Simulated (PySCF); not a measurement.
C2H2O.

```xyz
5

C      0.0000    -0.6299    -0.4571
C      0.0000     0.6299    -0.4571
O      0.0000     0.0000     0.8827
H      0.0000    -1.6489    -0.7880
H      0.0000     1.6489    -0.7880
```

Geometry optimised at PBE0-D3(BJ)/def2-TZVP.

Computed with PBE/pcSseg-2 (PySCF). Non-relativistic, no solvent.

Give the absolute GIAO shielding of each atom: isotropic value and principal components (ppm). (Estimate from the structure and the level; the computed values follow.)


| atom | σ(iso) | σ11 | σ22 | σ33 | span |
|---|---|---|---|---|---|
| C1 | 52.4 | -46.3 | 91.0 | 112.6 | 158.9 |
| C2 | 52.4 | -46.3 | 91.0 | 112.6 | 158.9 |
| O3 | 351.6 | 88.6 | 474.8 | 491.4 | 402.8 |
| H4 | 24.0 | 21.1 | 25.2 | 25.8 | 4.7 |
| H5 | 24.0 | 21.1 | 25.2 | 25.8 | 4.7 |
